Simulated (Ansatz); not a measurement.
Computed with Ansatz on PBE0-D4/def2-TZVP structures; ΔE is electronic, products minus reactants. CCSD(T)/CBS adds triple-zeta CCSD(T) − MP2 to the extrapolated MP2 energy (def2 sets, frozen cores). This one scheme is used for every species. Functionals use def2-TZVPP. For Br outer-core shells are correlated without core-valence functions, which leaves a few kJ/mol of doubt a bond. Scalar relativity is left out up to krypton. One conformer a species, not always the lowest.

Reaction (cleavage of the Si–Si bond): `O[SiH2][SiH2]Br` + `N[Si](O)(Cl)Cl` → `O[SiH2]N[Si](O)(Cl)Cl` + `[SiH3]Br`

| species | r2SCAN energy (Eh) |
| --- | --- |
| `O[SiH2][SiH2]Br` | -3231.40559 |
| `N[Si](O)(Cl)Cl` | -1341.82848 |
| `O[SiH2]N[Si](O)(Cl)Cl` | -1707.81115 |
| `[SiH3]Br` | -2865.45163 |

(1) Work out ΔE.

Largest T1 diagnostic among the species: 0.011.

Results:

(1) ΔE = (-1707.81115) + (-2865.45163) − (-3231.40559) − (-1341.82848) = -0.02871 Eh = -75.4 kJ/mol. CCSD(T)/CBS gives -82.4 kJ/mol.

From PBE to PBE0 (25 % exact exchange), in def2-TZVPP and without D4, ΔE moves by −7.5 kJ/mol. The D4 term adds −4.0 kJ/mol with B3LYP and −2.5 kJ/mol with PBE0; it sums over pairs of atoms, weighted by their polarisabilities, and B3LYP, whose exchange is more repulsive, gets the larger term.

B3LYP here is the variant with VWN-RPA as its local correlation; programs differ in this.
